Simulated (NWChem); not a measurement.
SiH₂O₂ClF; SMILES O[Si](O)(F)Cl

```xyz
7

O      0.2995    -1.0162     1.4242
Si    -0.0172    -0.3257    -0.0251
O     -1.5010    -0.7837    -0.5154
F      1.1176    -0.7803    -1.0748
Cl     0.0448     1.7082     0.0247
H      1.1841    -0.9295     1.7914
H     -1.7914    -1.6625    -0.2521
```
Atoms are numbered in this order, from 1.

Computed with NWChem. Pople sets run with spherical d functions. Geometry: optimised at PBE0/def2-SVP. B3LYP is NWChem's, with the RPA form of VWN correlation. Atomic charges in e: unrestrained fits to the electrostatic potential beside Mulliken populations; buried atoms are poorly determined by the fit.

For level B3LYP/def2-SVP:

- ESP O1 = -0.68
- Mulliken O1 = -0.38
- ESP Si2 = 1.05
- Mulliken Si2 = 0.89
- ESP O3 = -0.66
- Mulliken O3 = -0.36
- Mulliken F4 = -0.32

Task: Estimate the same quantities for level Hartree-Fock/6-31G*.

Result: 
- ESP O1 = -0.80
- Mulliken O1 = -0.87
- ESP Si2 = 1.33
- Mulliken Si2 = 1.57
- ESP O3 = -0.78
- Mulliken O3 = -0.86
- Mulliken F4 = -0.51
